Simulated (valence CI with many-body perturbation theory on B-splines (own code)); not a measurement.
# Os45+: electric-dipole lines

Calculated by valence CI with perturbative core correlation (CI+MBPT): three valence electrons over a frozen Dirac-Fock core [Ar] 3d10, a basis of 11 s, 11 p, 9 d, 7 f, 5 g, 2 h, 1 i functions for each j, with the one-electron correlation potential Σ1 (screened to all orders), the two-electron term Σ2, the three-electron term Σ3, Breit, model QED; selected single and double excitations, second order for the rest (own B-spline code, finite nucleus).

The last digits are not significant, and no measured levels were compared; by estimate large intervals hold to a few tenths of a per cent, small ones and those within an open d or f shell to about a per cent.

Lines 51 to 100 of 277 in falling wavelength, among levels below 46.910 Ry, chosen from the strongest by gf and those to the six lowest levels. Wavelengths and rates use the calculated energies. Electric multipoles are in the length gauge, E1 and E2 with the static RPA response of the core. Weak lines are less certain than strong ones. Lines between different terms over intervals too small for the method are left out, as are lines whose strength nearly cancels. The highest levels of a list are the least certain.

Levels are named by their leading jj configuration (3d3/2^4 stands for four electrons in 3d with j = 3/2), which in mixed levels can hold well under half, so a name can repeat and another be missing. Letters in brackets count levels of one name in rising energy.

```
λ vac (Å)                          Upper                       Lower   A (s⁻¹)  log gf  Branch %
    106.6  (4p1/2 4p3/2 4d3/2) J=5/2 [b]      (4s 4p3/2 4d3/2) J=7/2  3.75e+10   -0.42       2.2
    105.7      (4p1/2 4p3/2 4d5/2) J=9/2      (4s 4p3/2 4d5/2) J=9/2  3.10e+10   -0.29       7.3
    103.9  (4p1/2 4p3/2 4d3/2) J=3/2 [b]  (4s 4p3/2 4d3/2) J=5/2 [a]  3.22e+10   -0.68       1.7
    103.7          (4p1/2^2 4d3/2) J=3/2  (4s 4p1/2 4d3/2) J=3/2 [a]  1.87e+10   -0.92      12.2
    100.7          (4p1/2^2 4p3/2) J=3/2  (4s 4p1/2 4p3/2) J=3/2 [a]  1.78e+10   -0.96       4.4
    98.79  (4p1/2 4p3/2 4d3/2) J=5/2 [b]          (4s^2 4f7/2) J=7/2  1.30e+10   -0.94       0.8
    89.14     (4s 4p1/2 4d3/2) J=3/2 [a]  (4s 4p1/2 4p3/2) J=3/2 [b]  1.73e+10   -1.08      27.3
    84.59         (4s 4p1/2 4d3/2) J=5/2  (4s 4p1/2 4p3/2) J=3/2 [b]  1.23e+09   -2.10       3.2
    81.87     (4s 4p1/2 4d3/2) J=3/2 [a]      (4s 4p1/2 4p3/2) J=5/2  6.37e+09   -1.59      10.1
    79.20          (4p1/2^2 4d3/2) J=3/2       (4p1/2^2 4p3/2) J=3/2  4.29e+10   -0.79      27.9
    78.02         (4s 4p1/2 4d3/2) J=5/2      (4s 4p1/2 4p3/2) J=5/2  2.40e+10   -0.88      61.6
    77.42         (4s 4p1/2 4d3/2) J=1/2  (4s 4p1/2 4p3/2) J=3/2 [b]  3.16e+09   -2.25       0.2
    77.39     (4s 4p1/2 4d3/2) J=3/2 [a]  (4s 4p1/2 4p3/2) J=3/2 [a]  6.29e+09   -1.65       9.9
    76.80     (4s 4p1/2 4d3/2) J=3/2 [b]  (4s 4p1/2 4p3/2) J=3/2 [b]  1.23e+10   -1.36       0.8
    73.95         (4s 4p1/2 4d3/2) J=5/2  (4s 4p1/2 4p3/2) J=3/2 [a]  1.96e+09   -2.02       5.0
    73.79             (4s^2 4d3/2) J=3/2          (4s^2 4p3/2) J=3/2  6.02e+09   -1.71       0.4
    72.41     (4s 4p3/2 4d5/2) J=3/2 [a]          (4s 4p3/2^2) J=3/2  3.35e+10   -0.98       5.8
    72.35     (4s 4p1/2 4d5/2) J=5/2 [a]  (4s 4p1/2 4p3/2) J=3/2 [b]  3.37e+09   -1.80       0.9
    71.35     (4s 4p1/2 4d3/2) J=3/2 [b]      (4s 4p1/2 4p3/2) J=5/2  1.57e+09   -2.32       0.1
    69.81         (4s 4p1/2 4f7/2) J=5/2      (4s 4p1/2 4d5/2) J=3/2  7.49e+10   -0.48      16.1
    69.59     (4s 4p1/2 4f7/2) J=7/2 [b]  (4s 4p1/2 4d5/2) J=5/2 [b]  9.09e+10   -0.28      30.6
    69.24  (4p1/2 4p3/2 4d5/2) J=3/2 [a]       (4p1/2 4p3/2^2) J=3/2  8.38e+10   -0.62      10.4
    68.95             (4s^2 4f7/2) J=7/2          (4s^2 4d5/2) J=5/2  5.95e+10   -0.47      13.3
    68.71  (4p1/2 4p3/2 4d5/2) J=5/2 [a]       (4p1/2 4p3/2^2) J=5/2  1.06e+11   -0.35      14.8
    68.57  (4p1/2 4p3/2 4d3/2) J=5/2 [a]      (4s 4p1/2 4d5/2) J=3/2  9.18e+10   -0.41      19.2
    68.52         (4s 4p1/2 4d5/2) J=3/2      (4s 4p1/2 4p3/2) J=1/2  1.21e+11   -0.47      25.8
    68.40         (4s 4p1/2 4d3/2) J=1/2  (4s 4p1/2 4p3/2) J=3/2 [a]  9.45e+09   -1.88       0.6
    68.24     (4s 4p1/2 4f7/2) J=7/2 [a]  (4s 4p1/2 4d5/2) J=5/2 [a]  1.44e+11   -0.10      78.0
    67.92     (4s 4p1/2 4d3/2) J=3/2 [b]  (4s 4p1/2 4p3/2) J=3/2 [a]  2.12e+10   -1.23       1.4
    67.89     (4s 4p1/2 4d5/2) J=5/2 [b]  (4s 4p1/2 4p3/2) J=3/2 [b]  1.41e+11   -0.23      46.6
    67.71         (4s 4p1/2 4f7/2) J=9/2      (4s 4p1/2 4d5/2) J=7/2  1.34e+11   -0.03      85.6
    67.60         (4s 4p1/2 4d5/2) J=3/2  (4s 4p1/2 4p3/2) J=3/2 [b]  4.58e+10   -0.90       9.8
    67.49     (4s 4p1/2 4d5/2) J=5/2 [a]      (4s 4p1/2 4p3/2) J=5/2  8.07e+09   -1.48       2.2
    67.43     (4s 4p1/2 4f7/2) J=7/2 [b]      (4s 4p1/2 4d5/2) J=7/2  3.19e+10   -0.76      10.8
    67.12     (4s 4p3/2 4d5/2) J=5/2 [a]          (4s 4p3/2^2) J=5/2  1.50e+11   -0.22      31.1
    66.48          (4p1/2^2 4d5/2) J=5/2       (4p1/2^2 4p3/2) J=3/2  2.32e+11   -0.03      66.5
    66.03  (4p1/2 4p3/2 4d5/2) J=3/2 [b]       (4p1/2 4p3/2^2) J=1/2  2.80e+11   -0.14      33.8
    66.00             (4s^2 4d5/2) J=5/2          (4s^2 4p3/2) J=3/2  1.96e+11   -0.11     100.0
    65.77      (4p1/2 4p3/2 4d5/2) J=1/2       (4p1/2 4p3/2^2) J=1/2  4.47e+11   -0.24      53.6
    65.61         (4s 4p3/2 4d3/2) J=7/2          (4s^2 4d5/2) J=5/2  1.28e+11   -0.18      16.7
    65.51         (4s 4p1/2 4d5/2) J=7/2      (4s 4p1/2 4p3/2) J=5/2  2.56e+11    0.12      93.6
    65.50     (4s 4p3/2 4d5/2) J=3/2 [a]          (4s 4p3/2^2) J=5/2  5.30e+10   -0.87       9.2
    65.40         (4s 4p3/2 4d5/2) J=1/2          (4s 4p3/2^2) J=1/2  4.77e+11   -0.21      73.0
    65.32     (4s 4p3/2 4d5/2) J=3/2 [b]          (4s 4p3/2^2) J=3/2  5.91e+10   -0.82       5.0
    64.81      (4p1/2 4p3/2 4d3/2) J=7/2  (4s 4p1/2 4d5/2) J=5/2 [b]  5.78e+10   -0.54       7.9
    64.66     (4s 4p3/2 4d5/2) J=7/2 [a]          (4s 4p3/2^2) J=5/2  1.46e+11   -0.14      25.8
    64.59  (4p1/2 4p3/2 4d5/2) J=7/2 [b]       (4p1/2 4p3/2^2) J=5/2  5.87e+11    0.47      63.9
    64.42     (4s 4p1/2 4d5/2) J=5/2 [a]  (4s 4p1/2 4p3/2) J=3/2 [a]  3.55e+11    0.12      96.5
    64.08     (4s 4p1/2 4f5/2) J=5/2 [b]  (4s 4p1/2 4d3/2) J=3/2 [b]  6.17e+10   -0.64      17.8
    64.08     (4s 4p3/2 4d5/2) J=3/2 [b]          (4s 4p3/2^2) J=1/2  3.67e+11   -0.04      31.4
```
